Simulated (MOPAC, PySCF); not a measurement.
H8N4Si, SMILES `N[Si](N)(N)N`, neutral singlet in the gas phase. 

Cartesian coordinates (Å):
```xyz
13

N      0.0932     1.2568    -1.1661
Si    -0.0017    -0.0021     0.0018
N      0.0079     0.8653     1.4869
N     -1.3934    -0.9942    -0.1895
N      1.2850    -1.1363    -0.1241
H      0.3048     1.0468    -2.1282
H     -0.4934     2.0723    -1.0865
H     -0.2367     0.4054     2.3490
H      0.6722     1.6075     1.6401
H     -2.2962    -0.5810    -0.3590
H     -1.4739    -1.8632     0.3143
H      2.2211    -0.8796     0.1449
H      1.2880    -1.8249    -0.8598
```
Charge 0, spin multiplicity 1.

All levels are single points at this geometry (B3LYP-D3(BJ)/def2-TZVP); Pople sets use spherical d functions. Orbital energies aren't observables, and empty levels follow the basis.

```json
[
 {"level": "B3LYP-D3(BJ)/def2-TZVP in PySCF", "HOMO (eV)": "-6.42", "LUMO (eV)": "0.50", "gap (eV)": "6.92", "dipole (D)": "0.00", "vertical IE, Delta-SCF (eV)": "8.56"},
 {"level": "PBE-D3(BJ)/def2-TZVP in PySCF", "HOMO (eV)": "-5.20", "LUMO (eV)": "0.06", "gap (eV)": "5.25", "dipole (D)": "0.00", "vertical IE, Delta-SCF (eV)": "8.06"},
 {"level": "B3LYP/3-21G in PySCF", "HOMO (eV)": "-5.45", "LUMO (eV)": "2.64", "gap (eV)": "8.09", "dipole (D)": "0.00", "vertical IE, Delta-SCF (eV)": "–"},
 {"level": "B3LYP/6-311+G** in PySCF", "HOMO (eV)": "-6.53", "LUMO (eV)": "-0.37", "gap (eV)": "6.16", "dipole (D)": "0.00", "vertical IE, Delta-SCF (eV)": "–"},
 {"level": "B3LYP/LANL2DZ in PySCF", "HOMO (eV)": "-6.17", "LUMO (eV)": "2.17", "gap (eV)": "8.34", "dipole (D)": "0.00", "vertical IE, Delta-SCF (eV)": "–"},
 {"level": "BP86/6-31G* in PySCF", "HOMO (eV)": "-4.76", "LUMO (eV)": "1.27", "gap (eV)": "6.03", "dipole (D)": "0.00", "vertical IE, Delta-SCF (eV)": "–"},
 {"level": "M06-2X/6-31G* in PySCF", "HOMO (eV)": "-7.70", "LUMO (eV)": "3.00", "gap (eV)": "10.69", "dipole (D)": "0.00", "vertical IE, Delta-SCF (eV)": "–"},
 {"level": "PBE/6-31G* in PySCF", "HOMO (eV)": "-4.65", "LUMO (eV)": "1.26", "gap (eV)": "5.90", "dipole (D)": "0.00", "vertical IE, Delta-SCF (eV)": "7.64"},
 {"level": "HF/3-21G in PySCF", "HOMO (eV)": "-9.89", "LUMO (eV)": "6.74", "gap (eV)": "16.63", "dipole (D)": "0.00", "vertical IE, Delta-SCF (eV)": "–"},
 {"level": "HF/STO-3G in PySCF", "HOMO (eV)": "-8.08", "LUMO (eV)": "13.64", "gap (eV)": "21.72", "dipole (D)": "0.00", "vertical IE, Delta-SCF (eV)": "–"},
 {"level": "AM1 in MOPAC", "HOMO (eV)": "-9.48", "LUMO (eV)": "2.72", "gap (eV)": "12.21", "dipole (D)": "0.00", "vertical IE, Delta-SCF (eV)": "–"},
 {"level": "PM3 in MOPAC", "HOMO (eV)": "-8.34", "LUMO (eV)": "1.21", "gap (eV)": "9.55", "dipole (D)": "0.00", "vertical IE, Delta-SCF (eV)": "–"},
 {"level": "PM6 in MOPAC", "HOMO (eV)": "-8.95", "LUMO (eV)": "1.72", "gap (eV)": "10.67", "dipole (D)": "0.00", "vertical IE, Delta-SCF (eV)": "–"}
]
```
